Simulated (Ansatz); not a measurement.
The cluster TaO3⁻, relaxed as a triplet with UKS PBE0-D4/def2-TZVPD in Ansatz, starting from the PBE0-D4/def2-TZVPD geometry of the charge -1 singlet. Force threshold 0.02 eV/Å.

In the def2 sets Ta takes a core potential; there is no spin–orbit coupling. The structure holds one bond between oxygen atoms, so isomers without such links may lie far lower. The relaxation made no stability test and no search for a lower SCF solution. At PBE0-D4/def2-TZVPD a broken-symmetry singlet of charge -1 lies 0.17 eV below the triplet, each at its own geometry. The structure comes from a short search, and lower isomers may exist.

Start:

```xyz
4

Ta    0.395    0.637    0.317
O    -1.301    0.028   -0.430
O     1.107   -0.463    1.453
O    -0.201   -0.202   -1.341
```

```tsv
step	energy (eV)	largest force component (eV/Å)	SCF passes
1	-7689.2368	0.718	24
2	-7689.2695	0.175	31
3	-7689.2734	0.066	32
4	-7689.2735	0.015	29
```

Force components are those of the run's own axes.

End:

```xyz
4

Ta    0.392    0.589    0.325
O    -1.332    0.043   -0.462
O     1.164   -0.445    1.517
O    -0.224   -0.187   -1.380
```

By distances, no bond broke or formed. The bond that changes most is Ta1–O3, from 1.74 to 1.76 Å (atoms count from 1).

No frequencies were taken in this run, so the end may be a saddle point.

Run time 10 s (4 threads of Arm Neoverse V1 on a shared host).
